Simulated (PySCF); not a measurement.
C5H5ClF (doublet state).
Z-matrix (Å and degrees, GFN2-xTB geometry), rows numbered from 1:
```
C 
C   1  1.5196
C   2  1.5280  1  116.62
Cl  3  1.6774  2  132.03  1   -63.21
C   3  1.3988  2   92.64  1   115.77
C   5  1.3782  3   91.68  2     0.18
F   6  1.3308  2  131.23  1    64.08
H   1  1.0871  2  110.26  3   -47.67
H   1  1.0872  2  110.01  3    72.30
H   1  1.0875  2  110.08  3  -167.72
H   2  1.0921  1  110.64  3  -132.55
H   5  1.0721  3  133.79  2   179.53
```

The species is `[C@H]1(C)[C](Cl)C=C1F` [radical].

Level of theory: UKS B3LYP, pcH-1 on C Cl F H, non-relativistic, mean-field spin-orbit, GIAO (PySCF). Geometry: GFN2-xTB; no solvent, vibrations or thermal averaging. A GFN2-xTB geometry isn't a minimum of the functional, and hyperfine couplings can be far from their values at a DFT geometry. Stability of the SCF solution: not tested. ⟨S²⟩ is 0.775 where a pure state has 0.75.

(1) The isotropic 13C couplings are +82.7, +70.9, -48.2, -28.7, +6.8 MHz. Assign them to C1; C2; C3; C5; C6.

(2) Match the computed a_iso(1H) values +14.1, +10.4, +2.0 MHz (means over equivalent nuclei) with the sites H8/H9/H10; H11; H12.

## Answers

(1) 
```json
{"site": "C1", "a_iso (MHz)": "+6.8", "ρ(0) (bohr⁻³)": "+0.0060", "position": "2 bonds from C6", "distance from C3 (Å)": "2.59", "spin population": "+0.01", "largest |T| (MHz)": "2.3"}
{"site": "C2", "a_iso (MHz)": "-28.7", "ρ(0) (bohr⁻³)": "-0.0256", "position": "1 bond from C6", "distance from C3 (Å)": "1.53", "spin population": "-0.07", "largest |T| (MHz)": "2.8"}
{"site": "C3", "a_iso (MHz)": "+82.7", "ρ(0) (bohr⁻³)": "+0.0733", "position": "largest spin population", "distance from C3 (Å)": "0.00", "spin population": "+0.65", "largest |T| (MHz)": "116.8"}
{"site": "C5", "a_iso (MHz)": "-48.2", "ρ(0) (bohr⁻³)": "-0.0429", "position": "1 bond from C6", "distance from C3 (Å)": "1.40", "spin population": "-0.24", "largest |T| (MHz)": "27.1"}
{"site": "C6", "a_iso (MHz)": "+70.9", "ρ(0) (bohr⁻³)": "+0.0630", "position": "a main spin site", "distance from C3 (Å)": "1.99", "spin population": "+0.54", "largest |T| (MHz)": "102.2"}
```

(2) 
```json
{"site": "H8/H9/H10", "a_iso (MHz)": "+2.0", "ρ(0) (bohr⁻³)": "+0.0004", "position": "3 bonds from C6", "distance from C3 (Å)": "3.08", "bound to": "C1", "spin population there": "+0.01", "largest |T| (MHz)": "4.3"}
{"site": "H11", "a_iso (MHz)": "+14.1", "ρ(0) (bohr⁻³)": "+0.0032", "position": "2 bonds from C6", "distance from C3 (Å)": "2.21", "bound to": "C2", "spin population there": "-0.07", "largest |T| (MHz)": "6.4"}
{"site": "H12", "a_iso (MHz)": "+10.4", "ρ(0) (bohr⁻³)": "+0.0023", "position": "2 bonds from C6, on C5 of spin population -0.24", "distance from C3 (Å)": "2.28", "bound to": "C5", "spin population there": "-0.24", "largest |T| (MHz)": "4.1"}
```

ρ(0) is the spin density at the nucleus and T the dipolar tensor; a_iso includes a spin–orbit part; entries for several nuclei are means. The Mulliken spin populations are largest on C3 (+0.65), C6 (+0.54), C5 (-0.24) and C2 (-0.07). The positive populations add up to 1.31 and the negative ones to -0.31, together 2S = 1. The angles at C3 add up to 360.0°, so it is planar. Main spin sites, with 60 % or more of the largest population: C3, C6; positions count bonds from the nearest.

Nuclei that the bonding pattern makes equivalent are averaged, as if the motion that swaps them (rotation, inversion, ring flip) were fast.

Time: 56 s of wall time (grids of density and orbitals included); peak memory 0.84 GiB. Hardware: an Arm Neoverse V1 with one thread, no GPU (shared host).
